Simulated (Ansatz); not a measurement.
ketene (C2H2O), singlet, geometry from GFN2-xTB. Base run: HF/6-31G* (Ansatz, an electronic-structure program).

Geometry (Å):
```xyz
5

C     -0.0115     0.0214    -1.1919
C      0.0009    -0.0017     0.0965
H      0.0025     0.9483    -1.7301
H     -0.0361    -0.8857    -1.7626
O      0.0121    -0.0226     1.2581
```
Charge 0, spin multiplicity 1.
All else is at Ansatz's defaults.

The base run was repeated with changes; each row names its change, and settings that it needs were set with it.

```tsv
change	E (Eh)
base	-151.72352
functional = BHLYP	-152.50729
functional = r2scan	-152.51071
functional = lc_wpbe	___
functional = PBE-QIDH	-152.35276
functional = wB97M-V	-152.53961
functional = pbe0	-152.42123
functional = blyp; dispersion = d3bj	___
functional = b3lyp	-152.59718
functional = blyp	___
functional = pbe0; dispersion = d3bj	-152.42299
functional = B2PLYP	-152.44486
functional = SVWN5	___
```

Question: Complete the blanks.

Answer: 
- functional = lc_wpbe, E (Eh): -152.48984
- functional = blyp; dispersion = d3bj, E (Eh): -152.56173
- functional = blyp, E (Eh): -152.55722
- functional = SVWN5, E (Eh): -151.34291

Totals shift with the method and basis; they matter in differences.
